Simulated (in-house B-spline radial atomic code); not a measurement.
Hg⁺. Computed with a B-spline radial atomic code. Model: all-electron spherical atom, spin shells full or empty, radial basis limit, no spin-orbit coupling, Breit or QED, empty-state partial waves extrapolated as (l+1/2)^-4, RPA, G0W0 and static COHSEX of the highest shell as one setting changes (uncorrelated shells keep exact exchange).

Without the two-electron picture change, core correlation of heavy ions comes too large.

Given: element Hg; charge 1; filled core Xe; hamiltonian one-electron scalar X2C; mean-field start PBE; highest l of empty states 9; nuclear rms radius 5.4648 fm; highest mean-field shell 6s up.

Shell: 4f 7 7, 5d 5 5, 6s 1 0 (electrons up and down).

| natural log step of frequency grid | RPA correlation energy (hartree) | G0W0 level (eV) | G0W0 minus most complete (meV) | RPA minus most complete (millihartree) | linearised minus solved G0W0 (meV) |
| --- | --- | --- | --- | --- | --- |
| 0.25 | -7.1487 | -19.3 | 0 | 0 | -45.1 |
| 0.4 | ? | ? | ? | ? | ? |
| 0.6 | -7.1487 | -19.3 | 0 | 0 | -45.1 |
| 0.9 | -7.1488 | -19.3 | 0 | 0 | -45 |
| 1.3 | ? | ? | ? | ? | ? |
| 1.8 | -7.1679 | -19.299 | 1.6 | -19.2 | -33 |
| 2.5 | -7.1641 | -19.292 | 8.7 | -15.4 | -14 |
| 3.5 | -7.1653 | -19.433 | -133.1 | -16.6 | -29 |

Problem. What follows for natural log step of frequency grid = 1.3?

Solution. RPA correlation energy -7.149 hartree; G0W0 level -19.301 eV; G0W0 minus most complete -0.6 meV; RPA minus most complete -0.3 millihartree; linearised minus solved G0W0 -46.5 meV.

Problem. What follows for natural log step of frequency grid = 0.4?

Solution. RPA correlation energy -7.1487 hartree; G0W0 level -19.3 eV; G0W0 minus most complete 0 meV; RPA minus most complete 0 millihartree; linearised minus solved G0W0 -45.1 meV.
